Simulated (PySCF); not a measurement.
Bonds: C1-C2, C2-O3, C2-C4, C4-N5, C4-C6, C6-C7, C7-C8, C8-Si9. C1 carries H10, H11, H12; N5 carries H13; C6 carries H14, H15; Si9 carries H16, H17, H18.

[PySCF 2.14: shieldings: GIAO PBE0/pcSseg-1; GFN2-xTB geometry; one computed conformer; no solvent model; non-relativistic; fast rotation and ring inversion assumed for equivalent nuclei]

Shifts are taken against calculated references (same method and geometry level): TMS for $^{13}$C (σref 186.93).

Question: Do the $^{13}$C shifts follow the atomic charges (in e)? Tabulate both.

Answer: 
| atoms | hybridisation | δ (ppm) | σ para (ppm) | Hirshfeld | IAO | Mulliken | ESP-fitted |
| --- | --- | --- | --- | --- | --- | --- | --- |
| C2 | – | 195.8 | -259 | +0.17 | +0.36 | +0.22 | +0.56 |
| C4 | – | 169.3 | -239 | +0.08 | +0.13 | -0.10 | +0.41 |
| C7 | – | 114.1 | -202 | -0.02 | -0.01 | +0.06 | +0.14 |
| C8 | – | 86.4 | -159 | -0.17 | -0.36 | -0.50 | -0.38 |
| C6 | – | 31.5 | -92 | -0.06 | -0.30 | -0.06 | -0.43 |
| C1 | – | 29.7 | -97 | -0.12 | -0.48 | -0.26 | -0.53 |

Correlation coefficients of δ with charge over these carbons: Hirshfeld +0.84, IAO +0.94, Mulliken +0.55, ESP-fitted +0.97; with the paramagnetic shielding -0.99. With so few points these coefficients are fragile. Charge is one influence among several: hybridisation and low-lying excitations act through the paramagnetic term.

Shifts are as computed. Against solution values, carbons near 30 ppm lie about +3 ppm off and those near 130 ppm about +5 ppm. Of 1211 compounds with measured shifts, 218 miss one by over three times the rms of a fit or turn the order of signals round; such compounds aren't used in these exercises.
